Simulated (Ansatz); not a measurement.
Input file for Ansatz (an electronic-structure program): R-wB97M-V/def2-TZVPP on C4H12Sn (SMILES [CH3][Sn]([CH3])([CH3])[CH3]), atoms moved off the minimum. Elements past Kr take the def2 small-core potentials; no spin–orbit coupling.

Ansatz 0.2 input:
```yaml
crystal:
  periodic: [false, false, false]
  atoms:
    - {symbol: C, position_ang: [-0.28900381, -1.48711962, -1.55039915]}
    - {symbol: Sn, position_ang: [-0.03753312, 0.02258438, -0.00309105]}
    - {symbol: C, position_ang: [-0.08170240, 2.03056456, -0.88199894]}
    - {symbol: C, position_ang: [-1.54910568, -0.11439333, 1.50401614]}
    - {symbol: C, position_ang: [1.90999556, -0.30462416, 0.96622085]}
    - {symbol: H, position_ang: [-1.23300633, -1.35571936, -1.95145571]}
    - {symbol: H, position_ang: [-0.29561966, -2.48142368, -1.10651453]}
    - {symbol: H, position_ang: [0.47896369, -1.38152399, -2.33375018]}
    - {symbol: H, position_ang: [0.09168748, 2.75586295, -0.10575358]}
    - {symbol: H, position_ang: [-0.98755406, 2.17370953, -1.40091645]}
    - {symbol: H, position_ang: [0.72978099, 2.04169770, -1.62758919]}
    - {symbol: H, position_ang: [-2.46746598, -0.01314539, 1.09716761]}
    - {symbol: H, position_ang: [-1.64253785, -1.16255018, 1.99170454]}
    - {symbol: H, position_ang: [-1.37769249, 0.60848953, 2.26996455]}
    - {symbol: H, position_ang: [2.00234654, -1.31776432, 1.41036677]}
    - {symbol: H, position_ang: [2.70754480, -0.29374271, 0.19591454]}
    - {symbol: H, position_ang: [2.08867737, 0.44284690, 1.69113102]}
basis:
  gaussian:
    orbitals: def2-TZVPP
hamiltonian:
  xc: {name: wB97M-V}
scf: {lower_state_search: off}
output: {forces: true}
```

The head of its log:

```
WARN ansatz: RAYON_NUM_THREADS=6 ignored (pool sized by the plan → 6); use --threads N
Functional definition: wB97M-V
these checks for a lower state are left out or cut short: stability, starts, cluster_reference, orbital_swaps, neighbouring_geometries, increment
integrals: 0.48 GiB planned
1860 factors; their error is unknown
integrals: 0.51 GiB planned
495 factors; integrals over basis functions are off by at most 7.7e-6 eV
mean field: 4.08 GiB planned
mean field evaluation 1: about -10161.9842 eV, gradient 7.0e1 eV
mean field evaluation 2: about -10166.6325 eV, gradient 5.2e1 eV
```

Task: Predict the final total energy.

Result: -373.8384 hartree.
